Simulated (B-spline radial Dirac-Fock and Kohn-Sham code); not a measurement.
Calculated with a radial atomic solver, using multi-electron Dirac-Fock with separately optimised hole states, Breit and Lamb-shift corrections added in first order. Correlation energy is missing from these numbers.

Q: An atom or ion in its tabulated ground configuration has these computed binding energies (the last is its least bound level). Which is it?

| level | binding energy (eV) |
| --- | --- |
| 2s | 15470.7 |
| 3d3/2 | 2603.0 |
| 4s | 969.8 |
| 5s | 250.9 |
| 4f5/2 | 237.0 |
| 5p1/2 | 205.1 |
| 5d | 117.6 |

A: Tl⁷⁺: Z = 81 with 74 electrons, [Xe] 4f14 5d6.

Q: An atom or ion in its tabulated ground configuration has these computed binding energies (the last is its least bound level). Which is it?

```tsv
level	binding energy (eV)
2s	12721.2
3s	3122.6
3d3/2	2133.6
4p3/2	632.2
4d3/2	457.1
5s	249.4
5p	206.1
```

A: Re¹⁰⁺: Z = 75 with 65 electrons, [Kr] 4d10 4f14 5s2 5p3.
